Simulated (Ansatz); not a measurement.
Born–Oppenheimer molecular dynamics of H₅SeSi (7 atoms, charge 0, multiplicity 2). It starts at the highest image of a converged band. Of that band: A vibrational analysis at the climbing image gives one clearly imaginary mode, 177i cm⁻¹, and a faint second one (30i cm⁻¹) that may be numerical noise or a soft torsion: probably a first-order saddle point.

These are results of Ansatz, UKS BHLYP-D4/def2-SVP, not measurements.

```
ensemble                      : NVE (velocity Verlet)
time step                     : 0.5 fs
steps asked                   : 200
starting velocities drawn for : 100 K
seed                          : 5709
```

First frame:

```xyz
7
Properties=species:S:1:pos:R:3
H -0.569 -0.335 0.725
Se -1.045 -0.908 2.075
Si 0.199 0.436 -1.057
H 0.333 -0.978 2.558
H -0.695 -0.017 -2.146
H 1.566 -0.109 -1.214
H 0.212 1.911 -0.941
```

Task: How far do the bonds stretch over the last three quarters of this one trajectory? (Pairs bonded in most of those frames.)

Result: 
```json
{"bond": "H1–Se2", "mean (Å)": "1.489", "spread (Å)": "0.031", "shortest": "1.43", "longest": "1.55"}
{"bond": "Se2–H4", "mean (Å)": "1.461", "spread (Å)": "0.006", "shortest": "1.45", "longest": "1.47"}
{"bond": "Si3–H5", "mean (Å)": "1.480", "spread (Å)": "0.008", "shortest": "1.47", "longest": "1.49"}
{"bond": "Si3–H6", "mean (Å)": "1.480", "spread (Å)": "0.010", "shortest": "1.47", "longest": "1.50"}
{"bond": "Si3–H7", "mean (Å)": "1.483", "spread (Å)": "0.026", "shortest": "1.44", "longest": "1.52"}
```

Mean temperature of the second half: 104 K. The conserved energy stayed within 0.044 meV per atom of its start (net change -0.0044 meV per atom), so the integration is sound. A run of 0.1 ps of so small a system gives no equilibrium averages.

Time of the run: 6.9 min on 2 threads of Arm Neoverse V1, on a shared host, peak memory 0.19 GiB.
